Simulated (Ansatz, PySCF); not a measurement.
Sn(F)(Me)(OH)2 (CH5FO2Sn), SMILES [CH3][Sn]([OH])([F])[OH].

Geometry: PBE0-D3(BJ)/def2-SVP. The structure was generated by enumeration; whether it is a known compound was not checked. The def2 effective core potentials stand for the cores of Sn; spin–orbit coupling is left out. Other conformers were not sampled.

Vertical ionisation energy (IE) and electron affinity (EA) in eV. Rows of orbital energies are one-electron estimates. Where ΔSCF, EOM or ADC give a negative EA the extra electron is unbound and the value depends on the basis.

```tsv
level	IE	EA
−ε(HOMO), −ε(LUMO), CAM-B3LYP/def2-TZVP (PySCF)	10.28	0.27
−ε(HOMO), −ε(LUMO), PBE/def2-TZVP (PySCF)	7.10	2.17
ΔSCF, PBE0/def2-SVPD (Ansatz), final states of multiplicity 2 and 2	10.99	-0.16
ΔSCF, PBE/def2-SVPD (Ansatz), final states of multiplicity 2 and 2	10.44	0.05
```

**Question.** What vertical singlet–triplet gap does ΔSCF give with PBE0/def2-SVPD (Ansatz, an electronic-structure program) and with PBE/def2-SVPD (Ansatz)? (An estimate is asked for; the answer gives what the named calculation found.)

**Answer.** 5.65 and 4.99 eV (triplet above singlet where positive).
